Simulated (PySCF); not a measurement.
Orbital energies and ionisation energy

Compound: CH₅B₃O₄.
Atom-mapped SMILES: `[CH3:1][O:2][B:3]1[O:4][BH:5][O:6][BH:7][O:8]1` (hydrogens: H9, H10, H11 on C1; H12 on B5; H13 on B7)

Cartesian coordinates in Å at the PBE0-D3(BJ)/def2-SVP level; atoms count from 1:
```
atom  x, y, z in Å
C1     2.437   -0.099    0.291
O2     1.507   -0.057   -0.764
B3     0.181   -0.011   -0.572
O4    -0.645    0.048   -1.673
B5    -1.997    0.111   -1.519
O6    -2.539    0.109   -0.255
B7    -1.732    0.036    0.850
O8    -0.375   -0.021    0.694
H9     3.101   -0.965    0.149
H10    1.944   -0.177    1.271
H11    3.051    0.814    0.270
H12   -2.718    0.169   -2.479
H13   -2.214    0.019    1.952
```

Level: B3LYP/def2-SVPD (PySCF). Frontier orbitals with their largest atomic shares (Löwdin; up to four atoms above 4 %):

```csv
orbital,ε (eV),main atoms
HOMO−3,-9.72,"O6 45 %, O4 13 %, B7 8 %, B5 7 %"
HOMO−2,-9.58,"O2 34 %, O8 12 %, C1 11 %, O6 8 %"
HOMO−1,-9.15,"O4 19 %, O8 16 %, O2 14 %, B7 8 %"
HOMO,-8.78,?
LUMO,-0.74,"B7 29 %, B5 25 %, O6 13 %, O8 10 %"
LUMO+1,-0.10,"B3 34 %, B7 21 %, B5 15 %, C1 8 %"
LUMO+2,0.03,"O6 19 %, B5 18 %, B3 15 %, B7 14 %"
```

**Question.** What vertical ionisation energy does ΔSCF give, and how far is −ε(HOMO) from it?

**Answer.** ΔSCF: 11.06 eV (1067 kJ/mol; threshold wavelength 112 nm); ⟨S²⟩ of the doublet left behind is 0.757, against 0.75 for a pure doublet. −ε(HOMO) is 8.78 eV, 2.28 eV below it. In exact Kohn–Sham theory the two would be equal; B3LYP (global hybrid, 20 % exact exchange) falls short of its own ΔSCF value by 21 %. Holes in the HOMO−1 and HOMO−2 were tried too where these lie within 1.2 eV of the HOMO; the lowest converged state counts.

**Question.** On which atoms does the HOMO lie?

**Answer.** O2 (boron-bound oxygen) 48 %, C1 (methoxy carbon) 15 %, H11 (methyl hydrogen) 8 %, O4 (boron-bound oxygen) 7 %. The HOMO−1 lies 0.37 eV lower.

**Question.** What total energies stand behind the ΔSCF value?

**Answer.** E(N) = -416.62850 Eh and E(N − 1) = -416.22216 Eh at the same geometry, 0.40634 Eh apart.

**Question.** With α = 61.9 au, estimate the like-pair dispersion coefficient by London's formula C6 = (3/4)α²I.

**Answer.** I = 0.4063 Eh, so C6 ≈ 1170 au, a rough estimate.

**Question.** What kinetic energy would electrons from this vertical process carry with Lyman-α light (10.199 eV)?

**Answer.** The photon is 0.86 eV short of the vertical value.

Geometry: PBE0-D3(BJ)/def2-SVP, one conformer, isolated molecule.
